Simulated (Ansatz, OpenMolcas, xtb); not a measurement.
# CH5BN2 (SMILES NC1BN1): the energy, rung by rung

CH5BN2: 9 atoms, total charge 0, spin state singlet. SMILES: `NC1BN1`. The shape is that of a PBE0-D4/def2-TZVP optimisation. This is one conformer, not always the lowest.

```tsv
atom	x (Å)	y (Å)	z (Å)
N	0.1429	1.1944	-0.6406
C	-0.3642	-0.0772	-0.2223
B	0.5912	-1.1941	0.3032
N	-0.1305	-0.4699	1.1715
H	0.7840	1.1174	-1.4170
H	-0.5899	1.8426	-0.8924
H	-1.3664	-0.3172	-0.5827
H	1.4142	-2.0390	0.1947
H	-0.3928	-0.1032	2.0683
```

Each level gives the energy change with the N1–H6 bond stretched from 1.010 to 1.313 Å (eV). The values are calculated.

```json
{"level": "GFN0-xTB", "kind": "semi-empirical", "program": "xtb", "value (eV)": "0.92"}
{"level": "SVWN5/cc-pVDZ (restricted)", "kind": "LDA", "program": "Ansatz", "value (eV)": "0.96"}
{"level": "BLYP/cc-pVDZ (restricted)", "kind": "GGA", "program": "Ansatz", "value (eV)": "0.92"}
{"level": "r2SCAN/cc-pVDZ (restricted)", "kind": "meta-GGA", "program": "OpenMolcas", "value (eV)": "1.06"}
{"level": "PBE0/cc-pVDZ (restricted)", "kind": "global hybrid", "program": "OpenMolcas", "value (eV)": "1.10"}
{"level": "CAM-B3LYP/cc-pVDZ (restricted)", "kind": "range-separated hybrid", "program": "Ansatz", "value (eV)": "1.09"}
{"level": "B2PLYP/cc-pVDZ (restricted)", "kind": "double hybrid", "program": "OpenMolcas", "value (eV)": "1.08"}
{"level": "RPA@PBE/cc-pVDZ (restricted)", "kind": "RPA", "program": "Ansatz", "value (eV)": "0.98"}
{"level": "CCSD/cc-pVDZ (restricted)", "kind": "coupled cluster or CI", "program": "Ansatz", "value (eV)": "1.08"}
```

The first shape isn't each level's own minimum. The values span 0.92 to 1.10 eV.
